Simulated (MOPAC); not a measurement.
MOPAC input (PM6):

```
PM6 FORCE THERMO(298,298) PRECISE LET UHF MS=0.5 GEO-OK AUX(PRECISION=9) THREADS=1
H4NO3Si

N    -1.50402248 1   -0.72582525 1   -0.05412421 1
Si    0.15836275 1    0.04593672 1    0.10379204 1
O     0.53839433 1   -0.38683570 1    1.35295043 1
O    -0.12581357 1    1.59191219 1   -0.07221674 1
O     0.95791230 1   -0.52527291 1   -1.13554537 1
H    -1.64015783 1   -1.66962026 1   -0.37726664 1
H    -2.34122281 1   -0.29991377 1    0.30834340 1
H    -0.09313304 1    2.46309726 1    0.13466528 1
H     1.63822576 1   -0.91960613 1   -1.56499669 1
```

From the output:

```
     H    9   0.008825   0.023655   3.293915

          HEAT OF FORMATION =    -197.559714 KCALS/MOLE

          ZERO POINT ENERGY      28.524 KCAL/MOL

           NORMAL COORDINATE ANALYSIS (Total motion = 1 Angstrom)

   Root No.       1         2         3         4         5         6         7         8

                 1 A"      2 A"      1 A'      2 A'      3 A'      3 A"      4 A"      4 A'

                 137.2     195.0     198.2     280.7     312.2     360.5     430.8     469.9

           1   -0.0000    0.0001    0.0144    0.0327   -0.0822    0.0000    0.0000    0.0039
           2   -0.0000   -0.0000   -0.0966    0.0225    0.0023   -0.0001   -0.0000    0.0144
           3   -0.0019    0.1069   -0.0001   -0.0001    0.0001    0.0034    0.0016   -0.0000
           4    0.0000   -0.0000    0.0222    0.0238   -0.0550   -0.0001   -0.0000    0.0084
           5   -0.0000    0.0000    0.0343   -0.0618   -0.0032    0.0000    0.0000    0.0283
           6    0.0063   -0.0339   -0.0000   -0.0001    0.0001   -0.0474   -0.0078    0.0000
           7    0.0000   -0.0000    0.0910   -0.0414    0.0822    0.0001    0.0001   -0.0169
           8   -0.0000    0.0000    0.0037   -0.0568   -0.0755   -0.0001   -0.0000    0.0086
           9    0.0067   -0.0345   -0.0001    0.0000   -0.0001    0.1007    0.0716    0.0000
          10   -0.0044    0.0872   -0.0663   -0.0139    0.0387    0.0004    0.0037   -0.0001
          11    0.0067    0.0078    0.0218    0.0582    0.0320   -0.0270   -0.0898   -0.0575
          12   -0.0057   -0.0107   -0.0265   -0.0933   -0.0037   -0.0165   -0.0225   -0.0054
          13    0.0044   -0.0872   -0.0662   -0.0137    0.0386   -0.0004   -0.0037   -0.0001
          14   -0.0067   -0.0078    0.0216    0.0581    0.0319    0.0270    0.0899   -0.0574
          15   -0.0057   -0.0104    0.0267    0.0935    0.0037   -0.0165   -0.0224    0.0054
          16    0.0121    0.1099    0.0013    0.0438   -0.0896    0.0557    0.0090   -0.0006
          17    0.4393    0.0275   -0.2141    0.1043   -0.0380    0.0308   -0.0201   -0.0197
          18   -0.0317    0.1781    0.0009    0.0001   -0.0012    0.0384    0.0094   -0.0001
          19   -0.0122   -0.1094    0.0013    0.0439   -0.0895   -0.0556   -0.0090   -0.0005
          20   -0.4392   -0.0276   -0.2141    0.1043   -0.0380   -0.0310    0.0199   -0.0197
          21   -0.0322    0.1784   -0.0011   -0.0002    0.0012    0.0385    0.0094    0.0000
          22    0.0124    0.1071   -0.0813   -0.0551    0.1613    0.0042    0.0255   -0.0081
          23    0.0400    0.0357    0.0341    0.1276    0.1590   -0.3123    0.3187    0.3690
          24   -0.0052   -0.0069   -0.0393   -0.1264    0.0259    0.0611   -0.1242   -0.1285
          25   -0.0124   -0.1071   -0.0812   -0.0549    0.1611   -0.0040   -0.0258   -0.0077
          26   -0.0400   -0.0358    0.0338    0.1275    0.1589    0.3123   -0.3185    0.3688
          27   -0.0052   -0.0067    0.0395    0.1268   -0.0261    0.0615   -0.1246    0.1291

   Root No.       9        10        11        12        13        14        15        16

                 5 A'      5 A"      6 A'      6 A"      7 A'      8 A'      9 A'      7 A"

                 552.5     580.8     614.8     694.9     697.0     746.4     884.9     953.1

           1   -0.0106    0.0000    0.0387   -0.0001    0.1168   -0.0470   -0.0572   -0.0000
           2   -0.0231   -0.0000    0.0140    0.0000   -0.0337   -0.0824    0.0230   -0.0000
           3   -0.0000    0.0173   -0.0000   -0.0604   -0.0000   -0.0000    0.0001   -0.0223
           4   -0.0385    0.0000    0.0049   -0.0000   -0.0547    0.0286    0.0797    0.0002
           5   -0.0714   -0.0000    0.0313   -0.0000   -0.0255    0.0239   -0.0611   -0.0001
           6    0.0000    0.0155    0.0000   -0.0019    0.0000   -0.0000   -0.0001    0.1155
           7    0.0553   -0.0000   -0.0300   -0.0000    0.0147    0.0052   -0.0146   -0.0001
           8    0.1762    0.0000   -0.0343    0.0000   -0.0119   -0.0107    0.0145    0.0000
           9    0.0000   -0.0072    0.0000   -0.0019   -0.0000   -0.0000    0.0001   -0.0187
          10   -0.0033   -0.0265   -0.0284   -0.0186   -0.0200   -0.0098   -0.0406    0.0342
          11   -0.0220   -0.0060   -0.0124    0.0069    0.0266   -0.0037    0.0319   -0.0278
          12   -0.0544   -0.0263   -0.0242    0.0166    0.0586    0.0016    0.0647   -0.0826
          13   -0.0032    0.0264   -0.0283    0.0186   -0.0200   -0.0098   -0.0407   -0.0344
          14   -0.0220    0.0060   -0.0124   -0.0069    0.0266   -0.0037    0.0319    0.0279
          15    0.0545   -0.0264    0.0242    0.0165   -0.0586   -0.0016   -0.0646   -0.0824
          16    0.0001   -0.0558    0.0382    0.3119    0.1397   -0.0001   -0.0741    0.1137
          17    0.0646   -0.0179   -0.0375   -0.0057    0.1122    0.3683   -0.0823   -0.0077
          18    0.0017   -0.0212    0.0044    0.1598    0.0070   -0.0066   -0.0075    0.0602
          19    0.0002    0.0558    0.0381   -0.3115    0.1397   -0.0001   -0.0741   -0.1135
          20    0.0645    0.0179   -0.0375    0.0055    0.1122    0.3683   -0.0823    0.0076
          21   -0.0018   -0.0213   -0.0045    0.1606   -0.0070    0.0071    0.0077    0.0605
          22    0.2223    0.3449    0.3134    0.0634    0.0119    0.0426    0.1220   -0.0845
          23    0.0411    0.0015   -0.0261    0.0538    0.1493    0.0138    0.1529   -0.1710
          24    0.0478    0.1593    0.1484    0.0382    0.0308    0.0201    0.0891   -0.0574
          25    0.2221   -0.3445    0.3131   -0.0633    0.0122    0.0425    0.1219    0.0844
          26    0.0413   -0.0017   -0.0258   -0.0538    0.1493    0.0138    0.1529    0.1712
          27   -0.0482    0.1602   -0.1493    0.0383   -0.0308   -0.0201   -0.0893   -0.0574

   Root No.      17        18        19        20        21

                10 A'      8 A"     11 A'      9 A"     12 A'

                1504.0    2396.5    2408.1    2763.9    2771.3

           1   -0.0594    0.0000    0.0006   -0.0001    0.0339
           2    0.0055    0.0000   -0.0001    0.0000   -0.0042
           3    0.0001    0.0004    0.0000   -0.0539   -0.0001
           4    0.0018   -0.0000    0.0020   -0.0000    0.0009
           5   -0.0003    0.0000   -0.0008   -0.0000   -0.0002
           6   -0.0000   -0.0058   -0.0000   -0.0005   -0.0000
           7    0.0004    0.0000   -0.0002    0.0000   -0.0002
           8    0.0003   -0.0000   -0.0002   -0.0000   -0.0001
           9   -0.0000    0.0008   -0.0000   -0.0000   -0.0000
          10    0.0005    0.0106    0.0106    0.0000   -0.0003
          11    0.0002   -0.0063   -0.0065   -0.0001    0.0002
          12    0.0006   -0.0211   -0.0218   -0.0003    0.0005
          13    0.0005   -0.0107    0.0107   -0.0000   -0.0003
          14    0.0002    0.0063   -0.0065    0.0001    0.0002
          15   -0.0006   -0.0210    0.0217   -0.0003   -0.0005
          16    0.3788    0.0016   -0.0029   -0.2685   -0.2445
          17   -0.0404   -0.0005    0.0004    0.0336    0.0299
          18    0.2665   -0.0024    0.0073    0.3837    0.4049
          19    0.3781   -0.0016   -0.0030    0.2695   -0.2455
          20   -0.0400    0.0005    0.0004   -0.0341    0.0304
          21   -0.2675   -0.0024   -0.0073    0.3830   -0.4042
          22   -0.0022   -0.1995   -0.1976   -0.0007    0.0031
          23    0.0007    0.1179    0.1160    0.0006   -0.0019
          24   -0.0024    0.4079    0.4052    0.0028   -0.0068
          25   -0.0022    0.2006   -0.1986    0.0007    0.0031
          26    0.0007   -0.1185    0.1165   -0.0006   -0.0019
          27    0.0024    0.4072   -0.4045    0.0028    0.0069

           MASS-WEIGHTED COORDINATE ANALYSIS (NORMAL COORDINATES)

   Root No.       1         2         3         4         5         6         7         8

                 1 A"      2 A"      1 A'      2 A'      3 A'      3 A"      4 A"      4 A'

                 137.2     195.0     198.2     280.7     312.2     360.5     430.8     469.9

           1   -0.0000    0.0007    0.0695    0.1450   -0.4024    0.0000    0.0000    0.0216
           2   -0.0000   -0.0001   -0.4656    0.0994    0.0113   -0.0003   -0.0002    0.0806
           3   -0.0110    0.5271   -0.0003   -0.0004    0.0003    0.0184    0.0076   -0.0001
           4    0.0001   -0.0003    0.1518    0.1490   -0.3816   -0.0005   -0.0001    0.0668
           5   -0.0000    0.0001    0.2340   -0.3872   -0.0224    0.0003    0.0001    0.2240
           6    0.0527   -0.2370   -0.0001   -0.0004    0.0005   -0.3652   -0.0532    0.0001
           7    0.0000   -0.0001    0.4688   -0.1961    0.4302    0.0005    0.0003   -0.1008
           8   -0.0000    0.0001    0.0189   -0.2685   -0.3953   -0.0003   -0.0002    0.0512
           9    0.0422   -0.1819   -0.0004    0.0001   -0.0006    0.5856    0.3707    0.0001
          10   -0.0280    0.4595   -0.3418   -0.0655    0.2025    0.0025    0.0190   -0.0008
          11    0.0425    0.0413    0.1122    0.2754    0.1675   -0.1568   -0.4651   -0.3432
          12   -0.0360   -0.0562   -0.1367   -0.4416   -0.0196   -0.0962   -0.1165   -0.0325
          13    0.0280   -0.4598   -0.3413   -0.0648    0.2021   -0.0024   -0.0191   -0.0008
          14   -0.0425   -0.0414    0.1115    0.2749    0.1672    0.1571    0.4654   -0.3430
          15   -0.0361   -0.0550    0.1374    0.4424    0.0193   -0.0959   -0.1158    0.0322
          16    0.0193    0.1454    0.0017    0.0520   -0.1177    0.0813    0.0117   -0.0008
          17    0.6974    0.0364   -0.2770    0.1238   -0.0500    0.0450   -0.0261   -0.0296
          18   -0.0503    0.2357    0.0011    0.0001   -0.0016    0.0561    0.0122   -0.0001
          19   -0.0194   -0.1448    0.0016    0.0521   -0.1176   -0.0812   -0.0117   -0.0008
          20   -0.6973   -0.0365   -0.2770    0.1238   -0.0499   -0.0453    0.0259   -0.0296
          21   -0.0512    0.2360   -0.0014   -0.0002    0.0016    0.0562    0.0122    0.0000
          22    0.0197    0.1417   -0.1052   -0.0655    0.2119    0.0062    0.0331   -0.0121
          23    0.0635    0.0473    0.0441    0.1516    0.2088   -0.4560    0.4141    0.5530
          24   -0.0083   -0.0091   -0.0509   -0.1501    0.0341    0.0892   -0.1614   -0.1926
          25   -0.0197   -0.1418   -0.1050   -0.0652    0.2116   -0.0058   -0.0335   -0.0116
          26   -0.0634   -0.0474    0.0438    0.1514    0.2088    0.4560   -0.4138    0.5528
          27   -0.0083   -0.0088    0.0511    0.1506   -0.0343    0.0898   -0.1619    0.1935

   Root No.       9        10        11        12        13        14        15        16

                 5 A'      5 A"      6 A'      6 A"      7 A'      8 A'      9 A'      7 A"
```
